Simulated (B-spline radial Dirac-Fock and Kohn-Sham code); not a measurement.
**Ta⁵¹⁺: eigenvalues, ΔSCF and the reference**

System: tantalum as Ta⁵¹⁺, configuration [Ar] 3d4.

The density-functional columns are spherical, spin-unpolarised Dirac-Kohn-Sham results without Breit or QED terms: −ε is minus the orbital energy of the initial state and ΔSCF the difference of two total energies. The reference in the last column comes from Dirac-Fock ΔSCF + Breit + QED. All numbers are from a B-spline atomic structure program, in eV; a selection of levels is shown. For the 1s level of heavy atoms much of the gap between ΔSCF and the reference is the Breit and QED part, -335.2 eV here; for other levels the error of the functional can be larger.

```
level   LDA −ε  LDA ΔSCF  Dirac-Fock
   1s  70469.2   71059.2     70735.7
   2s  14732.5   14872.9     14916.4
2p1/2  14252.5   14423.2     14390.0
2p3/2  12969.6   13122.0     13118.2
   3s   5484.9    5544.1      5572.9
3p1/2   5290.9    5353.7      5352.0
3p3/2   4977.7    5036.7      5040.7
   3d   4638.7    4706.2      4702.7
```

Values without a named source are computed, but for edge energies of neutral atoms, which are taken from tables.
